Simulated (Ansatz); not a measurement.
`O[BH][GeH2][CH2]O`, charge 0, multiplicity 1.

Q: Give a relaxed structure at PBE0-D4/def2-TZVP (Ansatz 0.2.0). (Best estimate.)

A: Ansatz gave: 
Z-matrix (Å, degrees):
```
Ge
B 1 2.075
C 1 1.981 2 114.3
H 1 1.550 2 109.8 3 119.6
H 1 1.543 2 110.9 3 -123.8
O 2 1.350 1 117.9 3 -0.9
H 2 1.204 1 122.5 3 179.1
O 3 1.416 1 113.6 2 175.8
H 3 1.092 1 108.7 2 -65.9
H 3 1.098 1 109.3 2 50.3
H 6 0.962 2 113.8 1 180.0
H 8 0.960 3 108.5 1 -56.5
```
This is one stationary point; other conformers may exist.
